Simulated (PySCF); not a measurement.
Bonds (- single, = double, # triple, : aromatic): C1-C2, C2:N3, N3:N4, N4:N5, N5:C6, C6-Si7, Si7-C8, Si7-C9, Si7-C10, C6:C2. C1 carries H11, H12, H13; N4 carries H14; C8 carries H15, H16, H17; C9 carries H18, H19, H20; C10 carries H21, H22, H23.

[PySCF 2.14: GFN2-xTB geometry; σ from GIAO-PBE0/pcSseg-1; one computed conformer; no relativistic terms; in vacuum; equivalent nuclei averaged]

Referencing at the same level of theory: TMS for 13C and 1H and 29Si; 15N vs NH3.

| atoms | nucleus | count | Hirshfeld charge | δ (ppm) |
| --- | --- | --- | --- | --- |
| C6 | 13C | 1 | -0.09 | 147.4 |
| N4 | 15N | 1 | 0.03 | ? |
| N3 | 15N | 1 | -0.15 | 355.9 |
| H14 | 1H | 1 | 0.17 | 10.82 |
| H15/H16/H17/H18/H19/H20/H21/H22/H23 | 1H | 9 | 0.04 | 0.31 |
| N5 | 15N | 1 | -0.13 | 377.0 |
| H11/H12/H13 | 1H | 3 | 0.05 | 2.56 |
| C2 | 13C | 1 | 0.03 | 154.2 |
| C8/C9/C10 | 13C | 3 | -0.22 | ? |
| C1 | 13C | 1 | -0.12 | ? |
| Si7 | 29Si | 1 | 0.41 | -10.5 |

Question: Complete the table.

Answer: 
- C1: 14.1 ppm, methyl carbon on an aromatic ring; aliphatic region, no heteroatom directly attached
- C8/C9/C10: -1.1 ppm, methyl carbon bonded to Si; an electropositive neighbour leaves it electron-rich and shielded
- N4: 263.2 ppm, pyrrole-type ring nitrogen

The OH or NH signal is concentration- and solvent-dependent in practice; the value given is the gas-phase one. Shifts are as computed. Against solution values, carbons near 30 ppm lie about +3 ppm off and those near 130 ppm about +5 ppm. Of 1211 compounds with measured shifts, 218 miss one by over three times the rms of a fit or turn the order of signals round; such compounds aren't used in these exercises. Experimental scales use liquid or dissolved standards, which lie at an offset from isolated NH3 (liquid NH3: subtract about 20 ppm). Unscaled 15N shifts of sp2 nitrogen come out 20 to 40 ppm too high even then.
